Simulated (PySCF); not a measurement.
**Dipole moment and polarisability of `CC(C)[SiH](C)C`**

Species: C5H14Si.
Geometry (GFN2-xTB, Å), atoms numbered from 1 in this order:
```
atom  x, y, z in Å
C1    -1.663    0.947    0.981
C2    -0.972    0.183   -0.146
C3    -1.755   -1.088   -0.465
Si4    0.858   -0.206    0.276
C5     1.836    1.411    0.499
C6     1.635   -1.214   -1.139
H7    -1.154    1.885    1.185
H8    -1.668    0.356    1.895
H9    -2.697    1.171    0.719
H10   -1.000    0.819   -1.039
H11   -1.309   -1.619   -1.303
H12   -2.787   -0.852   -0.724
H13   -1.766   -1.756    0.394
H14    0.911   -0.990    1.526
H15    1.433    2.017    1.304
H16    2.874    1.202    0.737
H17    1.822    2.012   -0.405
H18    1.205   -2.208   -1.204
H19    1.488   -0.729   -2.101
H20    2.704   -1.331   -0.992
```

Level: PBE0/def2-SVPD (PySCF), static field, nuclei fixed, core orbitals frozen in the response. The polarisability tensor in these axes (au):

```
x   96.52  1.35 -2.21
y    1.35 87.75  7.09
z   -2.21  7.09 82.05
```

Give the principal values, the mean and the anisotropy Δα = √{½[(α1 − α2)² + (α2 − α3)² + (α1 − α3)²]}.

Principal values 76.91, 92.54 and 96.86 au; mean 88.77 au = 13.15 Å³ = 14.64 × 10⁻⁴⁰ C²·m²/J; Δα = 18.18 au (20 % of the mean).

What is the dipole moment, and where does it point?

(0.01, 0.29, -0.45) D, 0.54 D in size, pointing from the negative to the positive side. Measured along this direction, the outermost atoms are H14 at the negative end and H17 and H19 at the positive end.

Refractivity n − 1 of an ideal gas of it at 298.15 K and 1 atm, from the electronic α?

N = p/kT = 2.4615 × 10¹⁹ cm⁻³, so n − 1 = 2π × N × 13.15 × 10⁻²⁴ cm³ = 2034 × 10⁻⁶ at long wavelengths, for an ideal gas.

Give the principal axes and the span of the nuclei along them.

Largest value along (0.99, 0.05, -0.12), where the nuclei span 5.53 Å; middle along (0.03, 0.83, 0.56), 4.91 Å; least along (0.13, -0.55, 0.82), 3.36 Å. The response follows the extents in order.

What molar refraction does this α imply?

Lorentz–Lorenz: R = (4π/3)N_A α = 2.5225 cm³/(mol·Å³) × 13.15 Å³ = 33.2 cm³/mol, in the limit of long wavelengths.

Give the eigenvalues of the traceless quadrupole moment Θ = ½Σq(3rr − r²1), origin at the centre of nuclear charge.

-0.46, -0.17, 0.63 D·Å. The values depend on the origin, since the dipole doesn't vanish. The electronic extent ⟨r²⟩ about the same centre is 963 bohr², a root-mean-square distance of 2.16 Å for the 58 electrons.

Sum over states: ᾱ = Σ f/ω², ω in Eh. What share falls to these 8 lowest TDDFT singlets (eV, f)? 7.33, 0.0005; 7.69, 0.0117; 7.71, 0.0167; 8.06, 0.0376; 8.16, 0.0216; 8.41, 0.0621; 8.50, 0.0278; 8.52, 0.0182.

They add up to 2.15 au, 2.4 % of the 88.77 au; the largest single term is 0.65 au, from the state at 8.41 eV. Terms in order: 0.01, 0.15, 0.21, 0.43, 0.24, 0.65, 0.28, 0.19 au. Higher excitations give the rest. The strengths listed sum to 0.196.

Geometry: GFN2-xTB, one conformer, isolated molecule.

The run behind these numbers computed excited states as well. Hardware: one thread of an Arm Neoverse N1, shared host with 64 logical CPUs at a one-minute load of 58. Cost: 82 s wall, 1.0 GiB resident at most.
